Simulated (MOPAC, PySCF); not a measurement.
CH3B2N, SMILES `B=BN=C` (B–B–N–C torsion 35°), neutral singlet in the gas phase. 

Cartesian coordinates (Å):
```xyz
7

B      2.2891    -0.1606    -0.2584
B      0.8162    -0.0579     0.0810
N     -0.4445     0.0305     0.3720
C     -1.6710     0.1171     0.6554
H      3.4324    -0.2397    -0.5218
H     -2.0587     0.9849     1.1860
H     -2.3636    -0.6744     0.3744
```
Charge 0, spin multiplicity 1.

All levels are single points at this geometry (PBE0-D3(BJ)/def2-TZVP); Pople sets use spherical d functions. Orbital energies aren't observables, and empty levels follow the basis.

| level | HOMO (eV) | LUMO (eV) | gap (eV) | dipole (D) | vertical IE, Delta-SCF (eV) |
|---|---|---|---|---|---|
| PBE0-D3(BJ)/def2-TZVP in PySCF | -5.33 | -2.86 | 2.47 | 1.16 | 7.27 |
| B3LYP/6-31G* in PySCF | -4.78 | -2.62 | 2.15 | 0.94 | 7.11 |
| M06-2X/6-31G* in PySCF | -5.82 | -1.46 | 4.35 | 1.02 | – |
| PBE/6-31G* in PySCF | -4.19 | -3.47 | 0.72 | 0.93 | 7.23 |
| HF/3-21G in PySCF | -6.69 | 1.31 | 8.00 | 2.17 | – |
| AM1 in MOPAC | -6.29 | 0.34 | 6.63 | 2.38 | – |
